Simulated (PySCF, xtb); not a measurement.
ReO₂Cl, SMILES [O]=[Re](=[O])[Cl] (connectivity only; charge and spin as stated), neutral, multiplicity 3.

Harmonic wavenumbers (cm⁻¹) from GFN2-xTB in xtb 6.7.1 at its own minimum, in rising order: 131, 145, 211, 382, 906, 955.

Problem. What does PBE0-D3(BJ)/def2-SVP run with PySCF give at its own minimum? (Estimate from the structure and the level; the computed values follow.)

Solution. 109, 147, 285, 424, 986, 1051. Paired by order, the mean absolute difference is 53 cm⁻¹ and the zero-point energies are 3.9 and 4.3 kcal/mol.
